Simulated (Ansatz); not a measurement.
## Ligand exchange: B(CH3)2Cl + GeH2(CH3)(SH) → B(CH3)2(SH) + GeH2(CH3)Cl

Species: B(CH3)2Cl, singlet; GeH2(CH3)(SH), singlet; B(CH3)2(SH), singlet; GeH2(CH3)Cl, singlet. The partners trade Cl for SH: B–Cl and Ge–SH bonds give way to B–SH and Ge–Cl.

Shapes, held fixed at every level: PBE0-D4/def2-TZVP. Flexible molecules stand in one conformer, not always the lowest. Programs: Ansatz 0.2.0. The zero-point and thermal change to 298 K, harmonic and unscaled (PBE0-D4/def2-TZVP), is +2.0 kJ/mol.

Estimate ΔH(298 K) of this reaction.

The highest level, CCSD(T)/def2-TZVPP, gives ΔH(298 K) = -17.5 kJ/mol; the levels span -18.8 to -17.3. The column of differences is taken from that level and isn't an error. No measured value is set beside it here. Relativity is left out for Ge unless named. Correlated rows may include outer-core shells of Ge, which these sets cover unevenly.

```json
{"level": "HF/def2-TZVPP", "kind": "Hartree–Fock", "ΔH(298 K) (kJ/mol)": "-18.8", "less CCSD(T)/def2-TZVPP": "-1.3"}
{"level": "PBE-D4/def2-TZVPP", "kind": "GGA", "ΔH(298 K) (kJ/mol)": "-18.0", "less CCSD(T)/def2-TZVPP": "-0.5"}
{"level": "r2SCAN-D4/def2-TZVPP", "kind": "meta-GGA", "ΔH(298 K) (kJ/mol)": "-18.2", "less CCSD(T)/def2-TZVPP": "-0.7"}
{"level": "r2SCAN0-D4/def2-TZVPP", "kind": "global hybrid", "ΔH(298 K) (kJ/mol)": "-17.9", "less CCSD(T)/def2-TZVPP": "-0.4"}
{"level": "wB97X-V/def2-TZVPP", "kind": "range-separated hybrid", "ΔH(298 K) (kJ/mol)": "-18.1", "less CCSD(T)/def2-TZVPP": "-0.6"}
{"level": "B2PLYP/def2-TZVPP", "kind": "double hybrid", "ΔH(298 K) (kJ/mol)": "-18.3", "less CCSD(T)/def2-TZVPP": "-0.8"}
{"level": "MP2/def2-TZVPP", "kind": "perturbation theory", "ΔH(298 K) (kJ/mol)": "-17.3", "less CCSD(T)/def2-TZVPP": "+0.2"}
{"level": "CCSD(T)/def2-TZVPP", "kind": "coupled cluster or CI", "ΔH(298 K) (kJ/mol)": "-17.5", "less CCSD(T)/def2-TZVPP": "0.0"}
```
